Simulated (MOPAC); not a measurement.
MOPAC input (AM1):

```
AM1 PRECISE GNORM=0.05 LET XYZ CHARGE=-1 GEO-OK AUX(PRECISION=9) THREADS=1
C2H4B

B    -0.14392000 1    0.24558500 1    0.99692200 1
H    -1.16444000 1    0.80843800 1    1.34604800 1
H     0.81272500 1    0.38970200 1    1.73463200 1
C    -0.10267800 1   -0.68821200 1   -0.21917700 1
C     0.26598400 1    0.35042200 1   -0.97574800 1
H    -0.25343000 1   -1.70900000 1   -0.55212600 1
H     0.34490200 1    1.30966900 1   -0.34361400 1
```

Output:

```
 *******************************************************************************
 **                                                                           **
 **                              MOPAC v23.2.5                                **
 **                                                                           **
 *******************************************************************************
 ** MOPAC's Digital Object Identifier: https://doi.org/10.5281/zenodo.6511958 **
 **                                                                           **
 ** Please cite the open-source release paper for use of this MOPAC version:  **
 ** J. E. Moussa and J. J. P. Stewart (2026)                                  **
 ** MOPAC: An open-source semiempirical molecular orbital program             **
 ** J. Open Source Softw., 11(119), 8025, https://doi.org/10.21105/joss.08025 **
 *******************************************************************************

                              AM1 CALCULATION RESULTS

 *******************************************************************************
 *  AM1        - The AM1 Hamiltonian to be used
 *  GEO-OK     - OVERRIDE INTERATOMIC DISTANCE AND OTHER SAFETY CHECKS
 *
 *
 *
 *                 CHARGE ON SYSTEM = -1
 *
 *
 *
 *  LET        - OVERRIDE SOME SAFETY CHECKS
 *  PRECISE    - TIGHTER CRITERIA TO BE USED
 *  XYZ        - CARTESIAN COORDINATE SYSTEM TO BE USED
 *  GNORM      - EXIT WHEN GRADIENT NORM DROPS BELOW 0.050
 *  AUX        - OUTPUT AUXILIARY INFORMATION
 *******************************************************************************
AM1 PRECISE GNORM=0.05 LET XYZ CHARGE=-1 GEO-OK AUX(PRECISION=9) THREADS=1
 C2H4B

   ATOM   CHEMICAL          X               Y               Z
  NUMBER   SYMBOL      (ANGSTROMS)     (ANGSTROMS)     (ANGSTROMS)

     1       B         -0.14392000  *   0.24558500  *   0.99692200  *
     2       H         -1.16444000  *   0.80843800  *   1.34604800  *
     3       H          0.81272500  *   0.38970200  *   1.73463200  *
     4       C         -0.10267800  *  -0.68821200  *  -0.21917700  *
     5       C          0.26598400  *   0.35042200  *  -0.97574800  *
     6       H         -0.25343000  *  -1.70900000  *  -0.55212600  *
     7       H          0.34490200  *   1.30966900  *  -0.34361400  *

          CARTESIAN COORDINATES

    NO.       ATOM           X           Y           Z

     1         B         -0.1439      0.2456      0.9969
     2         H         -1.1644      0.8084      1.3460
     3         H          0.8127      0.3897      1.7346
     4         C         -0.1027     -0.6882     -0.2192
     5         C          0.2660      0.3504     -0.9757
     6         H         -0.2534     -1.7090     -0.5521
     7         H          0.3449      1.3097     -0.3436

  H: (AM1): M.J.S. DEWAR ET AL, J. AM. CHEM. SOC. 107 3902-3909 (1985)
  B: (AM1): M.J.S. DEWAR ET AL, ORGANOMETALLICS, 7, 513-521 (1988)
  C: (AM1): M.J.S. DEWAR ET AL, J. AM. CHEM. SOC. 107 3902-3909 (1985)

           Empirical Formula: C2 H4 B  =     7 atoms

      MOLECULAR POINT GROUP   :   Cs

      RHF CALCULATION, NO. OF DOUBLY OCCUPIED LEVELS = 8

          Geometry optimization using EF

          DIAGONAL MATRIX USED AS START HESSIAN

 CYCLE:     1  GRAD.:    53.053 HEAT:  97.22001
 CYCLE:     2  GRAD.:   131.091 HEAT:  96.30050
 CYCLE:     3  GRAD.:   193.738 HEAT:  99.01385
 CYCLE:     4  GRAD.:   291.968 HEAT:  106.5155
 CYCLE:     5  GRAD.:   340.388 HEAT:  111.4058
 CYCLE:     6  GRAD.:   123.028 HEAT:  95.12949
 CYCLE:     7  GRAD.:   156.019 HEAT:  94.09586
 CYCLE:     8  GRAD.:    99.027 HEAT:  89.69431
 CYCLE:     9  GRAD.:   136.392 HEAT:  93.36557
 CYCLE:    10  GRAD.:    49.650 HEAT:  86.28389
 CYCLE:    11  GRAD.:    76.133 HEAT:  87.13715
 CYCLE:    12  GRAD.:    32.710 HEAT:  83.90410
 CYCLE:    13  GRAD.:    38.509 HEAT:  83.42549
 CYCLE:    14  GRAD.:    25.561 HEAT:  81.87712
 CYCLE:    15  GRAD.:    93.037 HEAT:  83.54141
 CYCLE:    16  GRAD.:    63.386 HEAT:  81.21309
 CYCLE:    17  GRAD.:    56.031 HEAT:  81.17392
 CYCLE:    18  GRAD.:     5.882 HEAT:  80.19614
 CYCLE:    19  GRAD.:     9.452 HEAT:  80.11529
 CYCLE:    20  GRAD.:     6.486 HEAT:  80.05005
 CYCLE:    21  GRAD.:     1.096 HEAT:  80.03145
 CYCLE:    22  GRAD.:     0.439 HEAT:  80.03037
 CYCLE:    23  GRAD.:     0.277 HEAT:  80.03017
 CYCLE:    24  GRAD.:     0.098 HEAT:  80.03010
 CYCLE:    25  GRAD.:     0.054 HEAT:  80.03009
 CYCLE:    26  GRAD.:     0.081 HEAT:  80.03007
 CYCLE:    27  GRAD.:     0.253 HEAT:  80.03000
 CYCLE:    28  GRAD.:     2.358 HEAT:  80.02823
 CYCLE:    29  GRAD.:     4.200 HEAT:  80.00594
 CYCLE:    30  GRAD.:     2.257 HEAT:  79.84188
 CYCLE:    31  GRAD.:     2.548 HEAT:  79.77024
 CYCLE:    32  GRAD.:     3.385 HEAT:  79.68993
 CYCLE:    33  GRAD.:     5.576 HEAT:  79.39295
 CYCLE:    34  GRAD.:    16.866 HEAT:  78.61115
 CYCLE:    35  GRAD.:    29.730 HEAT:  78.22127
 CYCLE:    36  GRAD.:    34.414 HEAT:  76.57021
 CYCLE:    37  GRAD.:    30.138 HEAT:  75.41469
 CYCLE:    38  GRAD.:    97.007 HEAT:  78.89382
 CYCLE:    39  GRAD.:    57.592 HEAT:  75.41053
 CYCLE:    40  GRAD.:    57.491 HEAT:  75.37594
 CYCLE:    41  GRAD.:    12.603 HEAT:  73.68244
 CYCLE:    42  GRAD.:    17.509 HEAT:  73.37799
 CYCLE:    43  GRAD.:    15.643 HEAT:  73.02800
 CYCLE:    44  GRAD.:    11.505 HEAT:  72.86655
 CYCLE:    45  GRAD.:     8.732 HEAT:  72.86068
 CYCLE:    46  GRAD.:     4.536 HEAT:  72.80016
 CYCLE:    47  GRAD.:     2.346 HEAT:  72.78996
 CYCLE:    48  GRAD.:     1.605 HEAT:  72.77953
 CYCLE:    49  GRAD.:     1.375 HEAT:  72.77474
 CYCLE:    50  GRAD.:     0.715 HEAT:  72.77401
 CYCLE:    51  GRAD.:     0.438 HEAT:  72.77369
 CYCLE:    52  GRAD.:     0.525 HEAT:  72.77343
 CYCLE:    53  GRAD.:     0.361 HEAT:  72.77335
 CYCLE:    54  GRAD.:     0.233 HEAT:  72.77325
 CYCLE:    55  GRAD.:     0.127 HEAT:  72.77322
 CYCLE:    56  GRAD.:     0.082 HEAT:  72.77320
 CYCLE:    57  GRAD.:     0.037 HEAT:  72.77320

     GRADIENT =  0.03664 IS LESS THAN CUTOFF =  0.05000

 -------------------------------------------------------------------------------
 AM1 PRECISE GNORM=0.05 LET XYZ CHARGE=-1 GEO-OK AUX(PRECISION=9) THREADS=1
 C2H4B

     GEOMETRY OPTIMISED USING EIGENVECTOR FOLLOWING (EF).
     SCF FIELD WAS ACHIEVED

                              AM1 CALCULATION
                                                       MOPAC v23.2.5 Linux

          FINAL HEAT OF FORMATION =         72.77320 KCAL/MOL =     304.48306 KJ/MOL

          COSMO AREA              =         91.36 SQUARE ANGSTROMS
          COSMO VOLUME            =         74.33 CUBIC ANGSTROMS

          GRADIENT NORM           =          0.03664          =       0.01385 PER ATOM
          IONIZATION POTENTIAL    =          1.632900 EV
          HOMO LUMO ENERGIES (EV) =         -1.633  6.797
          NO. OF FILLED LEVELS    =          8
          MOLECULAR WEIGHT        =         38.8636         POINT GROUP:  Cs

          MOLECULAR DIMENSIONS (Angstroms)

            Atom       Atom       Distance
            H     7    H     2     3.96081
            H     6    H     3     3.27103
            H     3    C     5     0.00038

          SCF CALCULATIONS        =         58

   ATOM   CHEMICAL          X               Y               Z
  NUMBER   SYMBOL      (ANGSTROMS)     (ANGSTROMS)     (ANGSTROMS)

     1       B         -0.21867871  *   0.08880671  *   1.21705898  *
     2       H         -0.83089173  *  -0.49142234  *   2.07513306  *
     3       H          0.38483455  *   1.04340415  *   1.62511485  *
     4       C         -0.21373422  *  -0.33942372  *  -0.20953774  *
     5       C          0.43873859  *   0.24740869  *  -1.22986286  *
     6       H         -0.82527277  *  -1.23508047  *  -0.38641561  *
     7       H          1.04292999  *   1.14691322  *  -1.00587966  *

                             CARTESIAN COORDINATES

   1    B       -0.218678714     0.088806710     1.217058985
   2    H       -0.830891729    -0.491422340     2.075133064
   3    H        0.384834550     1.043404150     1.625114853
   4    C       -0.213734220    -0.339423723    -0.209537737
   5    C        0.438738587     0.247408686    -1.229862863
   6    H       -0.825272770    -1.235080474    -0.386415614
   7    H        1.042929985     1.146913222    -1.005879663

           Empirical Formula: C2 H4 B  =     7 atoms

      MOLECULAR POINT GROUP   :   Cs

                  EIGENVALUES
 -25.77597 -16.45937 -12.61822  -7.39984  -7.10780  -5.48322  -3.87341  -1.63290
   6.79747   8.43635   9.12479  10.27720  10.94159  11.94138  12.28139  13.02820

              NET ATOMIC CHARGES AND DIPOLE CONTRIBUTIONS

  ATOM NO.   TYPE          CHARGE      No. of ELECS.   s-Pop       p-Pop
    1          B           0.144291        2.8557     1.24855     1.60716
    2          H          -0.168608        1.1686     1.16861
    3          H          -0.152115        1.1521     1.15212
    4          C          -0.451577        4.4516     1.24331     3.20826
    5          C          -0.395186        4.3952     1.54147     2.85371
    6          H           0.049122        0.9509     0.95088
    7          H          -0.025926        1.0259     1.02593
 DIPOLE           X         Y         Z       TOTAL
 POINT-CHG.    -0.440    -0.431     0.575     0.843
 HYBRID        -0.030     0.519     1.837     1.909
 SUM           -0.470     0.088     2.413     2.460

          ATOMIC ORBITAL ELECTRON POPULATIONS

     Atom    s        px        py        pz
    1  B   1.24855   0.36753   0.51757   0.72206
    2  H   1.16861
    3  H   1.15212
    4  C   1.24331   1.16569   1.07455   0.96803
    5  C   1.54147   0.65593   0.82016   1.37762
    6  H   0.95088
    7  H   1.02593

 **********************
 *                    *
 * JOB ENDED NORMALLY *
 *                    *
 **********************

 == MOPAC DONE ==
```

The dipole moment of an ion depends on the origin.

The geometry given is a B3LYP-D3(BJ)/def2-TZVP minimum.
